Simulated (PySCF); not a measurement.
Species: C₇H₁₀Si.
SMILES: `Cc1ccccc1[SiH3]`

The calculation used PBE0/def2-SVPD in PySCF (dipole) on a GFN2-xTB geometry, gas phase.

Take the most abundant isotopes and a rigid rotor. 

**Question.** What are A, B and C (MHz)?

**Answer.** Ia = 179.66, Ib = 344.53, Ic = 515.32 u·Å²; 505379 MHz·u·Å²/I gives A = 2813, B = 1467, C = 980.7 MHz.

**Question.** What kind of rotor is it?

**Answer.** An asymmetric top. Ray's parameter κ = (2B − A − C)/(A − C) = -0.469; −1 is the prolate and +1 the oblate limit.

**Question.** What does the inertial defect say?

**Answer.** Not planar: Δ = Ic − Ia − Ib = -8.88 u·Å². For a rigid frame Δ = −2 Σ m c², so Σ m c² = 4.44 u·Å² lies off the ab plane, practically all of it from hydrogen. The atom farthest from that plane is 1.20 Å away.

**Question.** Give the coordinates in the principal-axis frame, origin at the centre of mass.

**Answer.** The sense of each axis is arbitrary; atoms in the order of the calculation.
```csv
atom,mass (u),a (Å),b (Å),c (Å)
C1,12.000,-0.613,-2.186,-0.001
C2,12.000,0.223,-0.943,-0.001
C3,12.000,1.608,-1.042,0.001
C4,12.000,2.405,0.089,0.001
C5,12.000,1.816,1.341,0.000
C6,12.000,0.437,1.444,-0.001
C7,12.000,-0.382,0.319,-0.001
Si8,27.977,-2.256,0.531,0.000
H9,1.008,0.012,-3.076,-0.001
H10,1.008,-1.256,-2.213,-0.880
H11,1.008,-1.255,-2.213,0.879
H12,1.008,2.072,-2.019,0.001
H13,1.008,3.481,-0.009,0.002
H14,1.008,2.428,2.231,-0.001
H15,1.008,-0.018,2.425,-0.001
H16,1.008,-2.837,-0.089,-1.195
H17,1.008,-2.565,1.962,0.001
H18,1.008,-2.836,-0.090,1.196
```

**Question.** Which types of transition are allowed, and where do some lines up to J = 2 fall?

**Answer.** The dipole components are |μa| = 0.54 D, |μb| = 0.45 D, |μc| = 0.00 D; the mirror of this Cs structure is the ab plane, so μc vanishes by symmetry and there are no c-type lines. Intensities carry the squares of the components, which stand as 1.00 : 0.69 (a : b). Some lines, for components of 0.1 D or more:

```csv
type,branch,"J(Ka,Kc)",MHz,lower level (cm⁻¹)
a,Q,"1(1,0) ← 1(1,1)",486,0.127
a,Q,"2(1,1) ← 2(1,2)",1458,0.274
b,Q,"1(1,0) ← 1(0,1)",1832,0.082
b,Q,"2(1,1) ← 2(0,2)",2428,0.241
a,R,"1(0,1) ← 0(0,0)",2448,0.000
b,R,"2(0,2) ← 1(1,1)",3439,0.127
b,R,"1(1,1) ← 0(0,0)",3794,0.000
b,Q,"2(2,0) ← 2(1,1)",4148,0.322
a,R,"2(1,2) ← 1(1,1)",4409,0.127
a,R,"2(0,2) ← 1(0,1)",4785,0.082
a,R,"2(1,1) ← 1(1,0)",5381,0.143
b,Q,"2(2,1) ← 2(1,2)",5497,0.274
b,R,"2(1,2) ← 1(0,1)",5755,0.082
b,R,"2(2,1) ← 1(1,0)",9420,0.143
b,R,"2(2,0) ← 1(1,1)",10015,0.127
```

**Question.** Estimate the classical rotational partition function at 10 K, 100 K and 298.15 K.

**Answer.** Point group Cs, symmetry number σ = 1; q = (√π/σ)·√((kT/h)³/(ABC)), k/h = 20836.6 MHz/K: 2650 at 10 K, 83800 at 100 K, 431000 at 298.15 K.

GFN2-xTB frequencies: not computed here. Zero-point vibration and centrifugal distortion are left out. A rigid rotor knows nothing of internal rotation, which can split or shift real lines.
